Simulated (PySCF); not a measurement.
VO3, SMILES [O]=[V](=[O])=[O] (connectivity only; charge and spin as stated), neutral, multiplicity 2. Atoms are numbered in the order given.

```xyz
4

V      0.0000     0.0000     0.2778
O      1.3417    -0.7746    -0.2662
O     -1.3417    -0.7746    -0.2662
O      0.0000     1.5493    -0.2662
```
Charge 0, spin multiplicity 2.

The structure is a stationary point at PBE-D3(BJ)/def2-SVP. The spin state was assumed, not searched.

The numbers are results of PBE-D3(BJ)/def2-SVP (PySCF), not measurements.

Frequencies are harmonic and unscaled.

Modes within 1.5 cm⁻¹ of each other (mostly degenerate sets) share a row, with their intensities summed.

| mode | ν (cm⁻¹) | IR (km/mol) | moving atoms (share of kinetic energy) |
|---|---|---|---|
| 1 | 238 | 40.3 | O 62 %, V 38 % |
| 2–3 | 270 | 1.8 | O 86 %, V 14 % |
| 4–5 | 683 | 7.4 | O 71 %, V 29 % |
| 6 | 952 | 10.1 | O 90 %, V 10 % |
